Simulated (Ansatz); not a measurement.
# Pulling the pair apart

The pair of K⁺ (SMILES [K+], atom 1) and SbH₃ (SMILES [SbH3], atoms 2–5), both closed shells, in one local arrangement (a lower one may exist), relaxed at PBE0-D4/def2-TZVP:

```xyz
5
angstrom
K -0.1307 0.2117 -3.4400
Sb 0.0066 -0.0111 0.2029
H 0.6091 -1.3906 0.9723
H -1.3916 0.1011 1.1465
H 0.9067 1.0889 1.1183
```

SbH₃ is shifted rigidly along the line between the mean atom positions of the two fragments (negative: closer). Counterpoise interaction energies in kcal/mol. Program: Ansatz 0.2.0. Basis: def2-TZVPPD. Cores are frozen in the correlated methods. Filled d shells of the heavier atoms are correlated. Core potentials replace the inner electrons of the atoms past krypton. The outer core shell of Li, Na, Mg and K is correlated. The def2 sets are not built for correlating such inner shells, so the correlated values are less sure here. B3LYP uses VWN-RPA correlation.

```tsv
shift (Å)	B3LYP-D4	HF	MP2
-0.37	-6.17	-3.82	-5.54
-0.18	-7.75	-6.23	-7.12
0.00	-8.26	-7.22	-7.53
0.18	-8.39	-7.38	-7.31
0.44	-8.92	-6.89	-6.52
0.91	-7.26	-5.32	-4.76
1.83	-3.56	-2.88	-2.40
3.65	-0.83	-0.98	-0.75
```

Q: What does CCSD(T) give at these shifts? (To be estimated.)

A: By the calculation: -5.37, -7.08, -7.59, -7.42, -6.66, -4.91, -2.53, -0.82 kcal/mol. For zero shift, CCSD(T) at an estimated basis limit (MP2 extrapolated from triple and quadruple zeta, plus CCSD(T) − MP2 in triple zeta) gives -8.32 kcal/mol. These are counterpoise interaction energies, counted from the two frozen fragments.

No T1 diagnostic of these runs exceeds 0.012.

For scale, one of the runs: CCSD(T)/def2-TZVPPD, 143 basis functions, launched by `ansatz run in.yaml --threads 2 --pin off --events-out ev --progress --plain --max-ram 5222MiB`. The run took 22 s on 2 CPU threads of an Arm Neoverse V1 (shared host), with 0.94 GiB of host memory at its peak.
